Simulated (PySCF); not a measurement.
PySCF 2.14 output of a UHF calculation on a single atom or ion in Sapporo-DZP-2012, with the spin-free X2C one-electron Hamiltonian (Gaussian nucleus):

```
SCF conv_tol = 1e-09
number electrons alpha = 6  beta = 6
cycle= 1 E= -242.043188970385  delta_E=    0  |g|= 1.26e-07  |ddm|= 8.24e-07
converged SCF energy = -242.043188970385  <S^2> = -1.7763568e-15  2S+1 = 1
```

The run itself started from symmetry-adapted Hartree-Fock orbitals and held the occupation by maximum overlap, so the iterations belong to that start.

**Question.** Which element, charge and spin multiplicity is this?

**Answer.** Al⁺ (aluminium, charge +1), multiplicity 1; the state was [Ne] 3s2, closed-shell 1S.
